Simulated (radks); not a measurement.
Ar2+, 16 electrons, occupied as [Ne] 3s2 3p4. Calculated with a radial shooting solver on a logarithmic mesh with Libxc functionals: scalar-relativistic Kohn-Sham, SCAN, spin-unpolarised, spherical densities, finite nucleus; meta-GGA in the generalised Kohn-Sham scheme; Fermi nuclear charge, rms radius 3.4274 fm.

Normalised radial functions P(r) = r R(r), r in bohr:

```
   r/bohr * 1s, o 2p, + 3p (the largest magnitude, 3.07, reaches the edge; | marks zero, & curves that meet)
 0.007247                             &       *
 0.008171                             &        *
  0.00914                             &         *
  0.01031                             &          *
  0.01162                             &            *
   0.0131                             &             *
  0.01477                             &              *
  0.01665                             &               *
  0.01863                             &                 *
    0.021                             +o                 *
  0.02368                             +o                  *
   0.0267                             +o                    *
   0.0301                             +o                     *
  0.03394                             +o                      *
  0.03827                             |+o                      *
   0.0428                             |+o                       *
  0.04826                             |+ o                       *
  0.05441                             |+ o                       *
  0.06135                             |+  o                      *
  0.06917                             |+  o                     *
  0.07799                             | +  o                   *
  0.08724                             | +   o                 *
  0.09836                             | +    o              *
   0.1109                             | +     o           *
    0.125                             |  +     o        *
    0.141                             |  +      o    *
    0.159                             |  +       o *
   0.1778                             |   +     * o
   0.2005                             |   +   *    o
    0.226                             |   + *      o
   0.2548                             |   &         o
   0.2873                             |  &          o
    0.324                             | *+          o
   0.3624                             |*+          o
   0.4086                             * +         o
   0.4606                             *+         o
   0.5194                            +*         o
   0.5856                           + *       o
   0.6603                          +  *     o
   0.7444                        +    *    o
   0.8327                       +     *   o
   0.9388                      +      * o
    1.059                     +       * o
    1.193                     +       *o
    1.346                     +       *o
    1.517                      +      &
    1.697                      +      &
    1.913                       +     &
    2.157                         +   &
    2.432                          +  &
    2.743                           + &
    3.092                           + &
    3.459                            +&
      3.9                            +&
    4.397                             &
    4.957                             &
```

1s: eigenvalue -3167.0 eV, 0 radial nodes, <r> = 0.0857 bohr, 90 % of the charge inside 0.153 bohr. 2p: eigenvalue -263.70 eV, 0 radial nodes, <r> = 0.375 bohr, 90 % of the charge inside 0.621 bohr. 3p: eigenvalue -35.804 eV, 1 radial node at r = 0.485 bohr, <r> = 1.47 bohr, 90 % of the charge inside 2.24 bohr.
